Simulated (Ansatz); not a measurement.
CH4BFO (`BOCF`), relaxed with RKS PBE0-D4/def2-TZVP in Ansatz 0.2.0 from a PBE-D4/def2-SVP geometry. The force threshold is 0.005 eV/Å; the program also tests the step.

Total charge 0; spin multiplicity 1.

Start:

```xyz
8

B     1.348   -0.165   -0.125
O     0.100   -0.666   -0.309
C    -1.049    0.076    0.016
F    -1.580   -0.404    1.179
H     1.492    0.976    0.288
H     2.272   -0.904   -0.396
H    -0.795    1.154    0.150
H    -1.788   -0.066   -0.804
```

```tsv
step	energy (eV)	largest force (eV/Å)	largest move (Å)
1	-6538.5373	0.656	0.000
2	-6538.5678	0.219	0.023
3	-6538.5690	0.186	0.021
4	-6538.5714	0.054	0.015
5	-6538.5715	0.038	0.001
6	-6538.5715	0.006	0.002
7	-6538.5715	0.006	0.003
8	-6538.5716	0.008	0.013
9 (rejected)	-6538.5592	0.818	0.019
10	-6538.5716	0.004	0.004
```

End:

```xyz
8

B     1.336   -0.167   -0.118
O     0.095   -0.658   -0.325
C    -1.035    0.081   -0.001
F    -1.544   -0.387    1.174
H     1.471    0.947    0.309
H     2.251   -0.883   -0.391
H    -0.790    1.140    0.132
H    -1.784   -0.073   -0.780
```

It took 12 s on 4 threads of a server CPU on a shared host, with 0.29 GiB of host memory at the peak.
